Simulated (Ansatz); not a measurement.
CH$_{8}$OSi$_{3}$ at its PBE0-D4/def2-TZVP geometry, where that method's forces vanish. The species carries charge 0 and has multiplicity 1. The bonds changed during the relaxation, so this is another structure than the one it started from.

```xyz
13

Si    0.0680    0.8200    1.2527
C    -1.0158    0.3919   -0.2023
Si   -0.0391   -0.3649   -1.6150
O     1.2073   -1.2157   -0.9623
Si    1.6818   -1.4747    0.6189
H     1.5345    0.2388    1.1551
H     0.4451    2.2608    1.2039
H    -0.4736    0.5098    2.5950
H    -1.5341    1.2917   -0.5485
H    -1.7644   -0.3314    0.1330
H     0.5079    0.7105   -2.4830
H     0.2776   -1.5740    1.2833
H    -0.8954   -1.2629   -2.4308
```

(1) What forces (eV/Å) does PBE-D4/def2-TZVPP give on these atoms in Ansatz 0.2.0? (An estimate is asked.)

Answers

(1) Computed: 
```
Si1 -0.048 -0.034  0.066
C2  -0.015  0.015 -0.014
Si3 -0.261  0.180 -0.179
O4   0.295 -0.230 -0.278
Si5  0.283 -0.062  0.370
H6   0.178 -0.068  0.004
H7   0.046  0.157 -0.011
H8  -0.065 -0.018  0.152
H9  -0.101  0.168 -0.070
H10 -0.139 -0.126  0.062
H11  0.059  0.118 -0.100
H12 -0.135  0.000  0.092
H13 -0.097 -0.100 -0.095
```
